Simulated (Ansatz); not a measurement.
Ansatz (an electronic-structure program) input (RI-MP2/def2-TZVPP):
A basis named .json is the Basis Set Exchange file of that set.

Ansatz 0.2 input:
```yaml
crystal:
  periodic: [false, false, false]
  atoms:
    - {symbol: Au, position_ang: [-0.33838645, -0.10202601, -0.06364871]}
    - {symbol: Cl, position_ang: [0.78957388, 1.70476974, -1.11847560]}
    - {symbol: O, position_ang: [0.98467404, -1.85619309, 2.04511321]}
    - {symbol: C, position_ang: [0.90539685, -1.01191440, 1.28023788]}
basis:
  gaussian:
    orbitals: def2-TZVPP
    fitting: {mean_field: def2-universal-jkfit, correlation: def2-TZVPP-RIFIT.json}
magnetization: {spin_polarized: true, initial_magnetization: 2}
correlation: {method: mp2, electrons: outside_noble_gas}
```

Output:

```
Functional definition: HF
integrals: 0.11 GiB planned
527 factors; integrals over basis functions are off by at most 1.4e0 eV
459 factors; integrals over basis functions are off by at most 7.9e-1 eV
mean field: 0.50 GiB planned
mean field evaluation 1: about -19236.1794 eV, gradient 2.2e1 eV
mean field evaluation 2: about -19237.6775 eV, gradient 1.9e1 eV
mean field evaluation 4: about -19239.0846 eV, gradient 1.8e0 eV
mean field evaluation 8: about -19239.1852 eV, gradient 3.3e-1 eV
mean field evaluation 16: about -19238.1430 eV, gradient 6.7e-3 eV
mean field evaluation 32: about -19238.1928 eV, gradient 7.8e0 eV
mean field evaluation 64: about -19239.1763 eV, gradient 4.9e-1 eV
mean field -19239.19357709 eV, -707.0273231643 hartree, gradient 2.5e-6 eV, S^2 2.049661; 8 other end points of the search recorded, 0 dependent functions left out
11 core orbitals not correlated
reference -19239.19357709 eV, -707.0273231643 hartree; 15, 13 occupied and 134, 136 virtual orbitals, 459 factors
second order -25.42232126 eV of doubles, -0.00000000 eV of singles
Total energy: -19264.61589835 eV, -707.9615762387 hartree
```

The spin state was set by rule; other spins were not relaxed.
